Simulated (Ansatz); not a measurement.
```yaml
crystal:
  periodic: [false, false, false]
  atoms:
    - {symbol: B, position_ang: [-0.712525, 1.050071, -0.808129]}
    - {symbol: C, position_ang: [0.103931, 0.057592, -0.175848]}
    - {symbol: C, position_ang: [0.414438, -0.992935, 0.904286]}
    - {symbol: O, position_ang: [0.732317, 0.269772, -1.177888]}
    - {symbol: H, position_ang: [-1.627377, 0.855195, -1.538639]}
    - {symbol: H, position_ang: [-0.488063, 2.211125, -0.523393]}
    - {symbol: H, position_ang: [-0.389157, -1.656155, 0.982453]}
    - {symbol: H, position_ang: [1.341302, -1.483466, 0.571462]}
    - {symbol: H, position_ang: [0.507065, -0.435841, 1.815447]}
basis:
  gaussian: {orbitals: cc-pVDZ}
hamiltonian: {xc: {name: PBE0}, dispersion: d4}
```

```sh
$ ansatz run in.yaml --threads 2 --pin off --events-out ev --progress --plain --max-ram 4352MiB
```

Shortened log:

```
Functional definition: PBE0
957 factors; their error is unknown
mean field evaluation 1: about -4868.4729 eV, gradient 3.7e1 eV
mean field evaluation 2: about -4868.7471 eV, gradient 3.8e1 eV
mean field evaluation 4: about -4871.8005 eV, gradient 1.6e0 eV
mean field evaluation 8: about -4871.7845 eV, gradient 2.6e-2 eV
mean field -4871.78454439 eV, -179.0347797923 hartree, gradient 6.0e-5 eV, S^2 0.000000; 0 other end points of the search recorded, 0 dependent functions left out
reference -4871.78456925 eV, -179.0347807059 hartree; 15, 15 occupied and 66, 66 virtual orbitals, 957 factors
Total energy: -4871.89035584 eV, -179.0386682912 hartree
```

Hardware: 2 threads of an Arm Neoverse V2 on a shared host. Wall time 0.65 s, peak host memory 0.14 GiB.
